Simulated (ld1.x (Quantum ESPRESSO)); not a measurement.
**Which change was made? (In, TM)**

ld1.x (Quantum ESPRESSO) 7.5 input, shortened:

```
&input
   title='In', zed=49., rel=1, dft='BLYP', iswitch=3,
   config='[Kr] 4d10 5s2 5p1'
 /
 &inputp
   pseudotype=2, tm=.true., lloc=-1, rcloc=1.80,
   nlcc=.true., new_core_ps=.true.
 /
3
5S  1  0   2.00   0.00  2.25  2.25  0.0
5P  2  1   1.00   0.00  2.70  2.70  0.0
4D  3  2  10.00   0.00  1.45  1.45  0.0
 &test
   configts(1)='4d10 5s2 5p1'
 /
```

Cutoffs, loose and tight: the cutoffs (Ry, on a coarse ladder) from which the occupation-weighted sum of valence levels, in a spherical-Bessel basis at the reference potential, stays within 10 and 1 mRy of its value at 400 Ry. They do not see the model core or the augmentation charge, which bear on the density cutoff. Test errors are all-electron minus pseudo excitation energies from the reference, over the configurations 4d10 5s2 5p0; 4d10 5s1 5p0; 4d10 5s0 5p0; 4d9 5s2 5p2; 4d10 5s1 5p2; 4d10 5s2 5p0.5; 4d10 5s2 5p1.3; variants that change the core or the reference have their own tests. The largest error is taken over the tests solved by every variant that gives reliable tests at all, those not shown here included: 4d10 5s0 5p0; 4d10 5s1 5p0; 4d10 5s1 5p2; 4d10 5s2 5p0; 4d10 5s2 5p0.5; 4d10 5s2 5p1.3.

The base gives: outcome: generated; cutoff, loose: 80 Ry; cutoff, tight: 140 Ry; bound ghosts: s; largest test error (meV): -55.

Q: After one change the result is: outcome: generated; cutoff, loose: 80 Ry; cutoff, tight: 120 Ry; bound ghosts: none; largest test error (meV): -72. Which change was it?
A. all radii but the core radius scaled by about 1.13 (s 2.56, p 3.06, d 1.64 bohr); local potential all-electron potential smoothed inside 2.04 bohr (lloc = -1)
B. all radii but the core radius scaled by about 1.35 (s 3.04, p 3.64, d 1.96 bohr); local potential all-electron potential smoothed inside 2.44 bohr (lloc = -1)
C. all radii but the core radius scaled by about 0.78 (s 1.76, p 2.10, d 1.12 bohr); local potential all-electron potential smoothed inside 1.40 bohr (lloc = -1)

A: A. The others give: all radii but the core radius scaled by about 0.78 (s 1.76, p 2.10, d 1.12 bohr); local potential all-electron potential smoothed inside 1.40 bohr (lloc = -1) → outcome: generated; cutoff, loose: 90 Ry; cutoff, tight: 120 Ry; bound ghosts: s, p; largest test error (meV): -47 | all radii but the core radius scaled by about 1.35 (s 3.04, p 3.64, d 1.96 bohr); local potential all-electron potential smoothed inside 2.44 bohr (lloc = -1) → outcome: generated; cutoff, loose: 60 Ry; cutoff, tight: 100 Ry; bound ghosts: none; largest test error (meV): -186.
